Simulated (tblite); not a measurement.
Compound: BH13O2Si5.
Cartesian coordinates in Å at the GFN2-xTB level; atoms count from 1:
```
atom  x, y, z in Å
O1    -1.1027   -0.1981   -1.9877
Si2   -0.2801   -0.2875   -0.5698
B3    -1.5485   -1.0177    0.7274
Si4   -3.4637   -1.2578    0.3854
O5     0.0956    1.2727   -0.1361
Si6   -0.1325    2.6080    0.7301
Si7    1.8789   -1.0812   -0.9115
Si8    3.4440   -0.2415    0.5748
H9    -0.7950    0.3089   -2.7343
H10   -1.1159   -1.3691    1.7625
H11   -4.3161   -1.0813    1.5781
H12   -4.0785   -0.3867   -0.6260
H13   -3.7373   -2.6366   -0.0669
H14    0.1484    2.2859    2.1307
H15   -1.5179    3.0602    0.5840
H16    0.8215    3.5576    0.1641
H17    1.8785   -2.5600   -0.8618
H18    2.3431   -0.8402   -2.2984
H19    4.6358   -1.0870    0.7112
H20    2.8910   -0.1236    1.9305
H21    3.9424    1.0919    0.2225
```

Computed with GFN2-xTB (tblite): harmonic, unscaled wavenumbers at the GFN2-xTB geometry, gas phase. Errors from tens to a few hundred cm⁻¹ against measured bands are possible. Modes of hydrogen on boron and silicon can be 10 to 20 % off. One conformer, not necessarily the lowest. The optimisation stopped once no atom felt more than 0.01 eV/Å.

Lowest wavenumbers of the output (negative numbers stand for imaginary wavenumbers):
```
mode    cm-1
  1     -24.1
  2     -17.2
  3      10.4
  4      13.7
  5      22.5
  6      28.9
  7      54.3
  8      63.3
  9      82.4
 10     112.1
 11     142.0
 12     175.0
 13     206.4
 14     228.6
 15     303.5
```

Q: Is this structure a minimum?

A: Not by this Hessian. 1 mode is imaginary beyond 20i (24i cm⁻¹), and 1 more slightly so (17.2i). The curvature is small, so loose convergence or finite differences may be the whole cause.

Q: Which atoms move in the imaginary modes?

A: 24i: H14 (Si–H hydrogen) 19 %, Si6 (oxygen-bound silicon) 18 %, Si4 (SiH3 silicon) 16 %, H15 (Si–H hydrogen) 12 %; 17i: Si4 (SiH3 silicon) 20 %, H15 (Si–H hydrogen) 16 %, H14 (Si–H hydrogen) 11 %, H16 (Si–H hydrogen) 11 %. These are shares of the mass-weighted motion.

Q: What is the remedy?

A: Step along such a mode in both directions, optimise again with tighter thresholds and repeat the frequencies. The zero-point energy of this point (73.5 kcal/mol) counts the 55 real modes alone, and thermal corrections from it aren't those of a minimum.

Time: 1.4 s of wall time. Hardware: one thread of an Intel Xeon 6975P-C, no GPU (shared host). The figure is for the frequency step alone.
